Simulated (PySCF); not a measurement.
A structure optimised at PBE-D3(BJ)/def2-SVP, used in a PySCF frequency run:

```xyz
11

C      1.6265    -0.4011     0.4523
S      0.5678     0.0602    -0.8230
C     -0.8831     0.6859     0.1083
C     -1.6680    -0.4033     0.8311
H      2.5388    -0.9404     0.1629
H      1.5548     0.0750     1.4425
H     -0.5193     1.4659     0.8106
H     -1.5013     1.1985    -0.6568
H     -1.0265    -0.9301     1.5654
H     -2.5298     0.0349     1.3764
H     -2.0545    -1.1575     0.1171
```
Charge 0, spin multiplicity 2.

Write its SMILES and formula.

[CH2]SCC, C3H7S

What are its rotational constants (standard atomic weights)?

10.664, 3.9475, 3.3001 GHz
